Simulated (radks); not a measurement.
Results of a calculation; reference values are marked as such.
Numerical settings for the chromium ion Cr+, [Ar] 3d5. Level of theory: Dirac Kohn-Sham, PBEsol, spin-unpolarised, spherical densities, finite nucleus; open shells fill j = l - 1/2 first; Fermi nuclear charge, rms radius 3.6452 fm (a radial shooting solver on a logarithmic mesh with Libxc functionals). The defaults (mesh step 0.008 in ln r, mesh end at 40 bohr or more with all orbitals vanishing there, Anderson mixing 0.5 over 9 steps, residual threshold near 1e-9 with the energy settled to 1e-9 hartree or 1e-11 of itself, here a cap of 63 iterations) give E = -1049.2187 hartree and 3d5/2 at -9.784 eV in 15 iterations. Run on one thread of a shared host, so times are rough (Arm Neoverse V1): 0.1 s of CPU time, 0.1 s wall, 15 iterations on 2189 mesh points. Changes against that run (0 stands for a change within the tolerance of the run):

| setting | iterations | converged | E (mhartree) | e(3d5/2) (meV) | CPU (s) |
|---|---|---|---|---|---|
| mesh step in ln r 0.005 | 15 | yes | 0 | 0 | 0.14 |
| mesh step in ln r 0.02 | 15 | yes | 0 | 0 | 0.05 |
| mesh step in ln r 0.05 | 15 | yes | +0.00655 | 0 | 0.03 |
| mesh end (bohr) 12 | 15 | yes | +0.000609 | +0.118 | 0.09 |
| mesh end (bohr) 400 | 15 | yes | 0 | 0 | 0.1 |
| residual threshold 0.01 | 10 | yes | 0 | -0.494 | 0.07 |
| residual threshold 0.001 | 10 | yes | 0 | -0.494 | 0.07 |
| mixing 2.5 | 24 | yes | 0 | 0 | 0.15 |
| linear mixing, mixing 0.05 | 63 | no | +0.1 | -291 | 0.31 |
| linear mixing, mixing 0.2 | 63 | no | 0 | 0 | 0.26 |
| mixing history 20 | 23 | yes | 0 | 0 | 0.13 |
| iteration cap 3 | 3 | no | +19.1 | -1e+03 | 0.03 |

No run marked as converged misses the energy by more than 1 mhartree. A mesh that ends early acts as a hard wall.
